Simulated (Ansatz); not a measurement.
Reaction (formal exchange of groups at the Al–C bond): `[CH3][SnH2][CH2][AlH2]` + `COB[SiH3]` → `CO[B]([AlH2])[SiH3]` + `[CH3][SnH2][CH3]`

Gas-phase electronic energies from Ansatz, PBE0-D4/def2-TZVP geometries. CCSD(T)/CBS is the MP2 limit (def2-TZVPP, def2-QZVPP) plus CCSD(T) − MP2 in def2-TZVPP, frozen cores. Elements past krypton have def2 core potentials. For Sn outer-core shells are correlated without core-valence functions, which leaves a few kJ/mol of doubt a bond. Each species was taken in one conformer, which may not be the lowest.

`[CH3][SnH2][CH2][AlH2]`:

Cartesian coordinates in Å:
```
C -1.388 1.269 -1.369
Sn -0.437 -0.536 -0.729
C 0.066 -0.427 1.370
Al 1.997 -0.533 1.423
H -2.328 1.400 -0.833
H -0.737 2.118 -1.159
H -1.589 1.233 -2.440
H 1.044 -0.728 -1.599
H -1.405 -1.910 -1.049
H -0.343 0.520 1.730
H -0.449 -1.254 1.863
H 2.715 -1.945 1.538
H 2.855 0.795 1.255
```

`COB[SiH3]`:

```xyz
11

C    -1.370    1.042   -1.256
O    -0.839    0.152   -0.290
B     0.470    0.092   -0.008
Si    1.116   -1.222    1.391
H    -2.097    1.694   -0.769
H    -1.880    0.459   -2.026
H    -0.580    1.644   -1.712
H     1.228    0.823   -0.600
H     2.090   -2.174    0.781
H     1.843   -0.497    2.474
H     0.019   -2.013    2.014
```

`CO[B]([AlH2])[SiH3]`:

Cartesian coordinates in Å:
```
C 1.267 1.420 1.209
O 0.596 0.182 1.119
B -0.105 -0.223 0.045
Al -0.458 0.852 -1.791
Si -0.922 -2.090 0.193
H 2.335 1.237 1.344
H 0.887 1.968 2.073
H 1.112 2.018 0.302
H 0.357 0.516 -3.120
H -1.666 1.886 -1.925
H -2.240 -2.129 -0.509
H -1.122 -2.581 1.585
H -0.039 -3.057 -0.525
```

`[CH3][SnH2][CH3]`:

```xyz
11

C     1.133    0.237   -1.377
Sn    0.308    0.507    0.582
C    -1.429   -0.725    0.817
H     2.018    0.861   -1.505
H     0.396    0.512   -2.132
H     1.415   -0.806   -1.522
H    -0.118    2.152    0.807
H     1.477    0.084    1.763
H    -2.179   -0.457    0.071
H    -1.163   -1.774    0.686
H    -1.858   -0.592    1.810
```

| level | ΔE (kJ/mol) |
| --- | --- |
| HF/def2-QZVPP | 59.5 |
| MP2/def2-QZVPP | 65.5 |

Task: What does CCSD(T)/CBS give? (Estimate.)

Result: Computed: +57.4 kJ/mol. The listed levels differ from it by 2.1, 8.1 kJ/mol.

Largest T1 diagnostic among the species: 0.015.

From PBE to PBE0 (25 % exact exchange), in def2-TZVPP and without D4, ΔE moves by +5.3 kJ/mol.
